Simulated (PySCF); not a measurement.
# Reading the logs of faulty runs: C2GeH7O

These are calculations, not measurements. The program is PySCF 2.14.0, an open-source quantum chemistry code, run on an isolated molecule that a program drew, which may never have been made. The molecule is C2GeH7O (charge 0, doublet), drawn as the SMILES string `[CH2][CH2][GeH2][OH]`.

Each row is a Hartree-Fock (HF) and frozen-core CCSD(T) single point in the cc-pVDZ basis, meant for a local HF minimum. Run 1 is clean. Each other run has one planted mistake out of seven kinds, and not every kind appears here: one electron removed, one electron added, multiplicity raised by two, geometry at a saddle point, minimal basis STO-3G, one bond length entered in bohr, all coordinates scaled. The reference is restricted for singlets and unrestricted otherwise, and also for a bond in bohr. Adding or removing an electron swaps singlet and doublet. Electrons count all cores. HOMO and LUMO are orbital energies over both spins, the gradient is its largest component, and the lowest frequency (negative if imaginary) is given only where the gradient is small. Bond lengths are over the 10 bonds as drawn. T1 is the CCSD diagnostic: over 0.02 (restricted) or 0.045 (unrestricted) a single reference is doubtful. Germanium has the cc-pVDZ-PP basis, with a core potential (ECP10MDF) in place of its 10 inner electrons, and its 3s, 3p and 3d shells are frozen in CCSD(T).

Geometry of the clean run:
```xyz
11
C2GeH7O, angstrom
C     0.5943   -0.2690   -1.6185
C    -0.8157   -0.6081   -1.9744
Ge   -1.6010    0.6357   -3.2924
O    -1.6293    2.2938   -2.6308
H     1.4080   -0.6050   -2.2504
H     0.7974    0.5521   -0.9420
H    -0.8871   -1.6127   -2.4021
H    -1.4620   -0.5877   -1.0915
H    -0.7416    0.7449   -4.5495
H    -3.0379    0.2101   -3.6376
H    -2.2855    2.4519   -1.9683
```

| run | electrons | basis functions | <S^2> | HOMO (eV) | LUMO (eV) | gradient (hartree/bohr) | lowest frequency (cm^-1) | mean bond (Å) | longest bond (Å) | T1 | HF (hartree) | CCSD(T) (hartree) | mistake |
|---|---|---|---|---|---|---|---|---|---|---|---|---|---|
| 1 | 59 | 100 | 0.764 | -8.88 | 3.48 | 3.0e-05 | 76 | 1.3619 | 1.975 | 0.0126 | -448.02754 | -448.64198 | no fault |
| 2 | 60 | 100 | 0.000 | 0.50 | 8.45 | 2.2e-02 | - | 1.3619 | 1.975 | 0.0151 | -447.94491 | -448.59973 | one electron added |
| 3 | 58 | 100 | 0.000 | -17.01 | -5.76 | 6.5e-02 | - | 1.3619 | 1.975 | 0.0259 | -447.75457 | -448.36537 | one electron removed |
| 4 | 59 | 100 | 0.772 | -9.23 | 2.98 | 5.2e-02 | - | 1.4845 | 2.153 | 0.0148 | -447.95892 | -448.59501 | ? |

**Which mistake was planted in run 4, and what did it cost?**

The mean and the longest bond both change by the same factor, 1.090, and the gradient is no longer small. So the mistake is: all coordinates scaled. Subtracting run 1 and multiplying by 627.51 kcal/mol a hartree, the energy moved by 43.1 kcal/mol in HF and 29.5 kcal/mol in CCSD(T).

Cautions from the logs. Run 2: the HOMO is above zero, so the electron isn't bound and the energy depends on the basis; run 3: T1 is over the limit, so its CCSD(T) energy is less reliable.
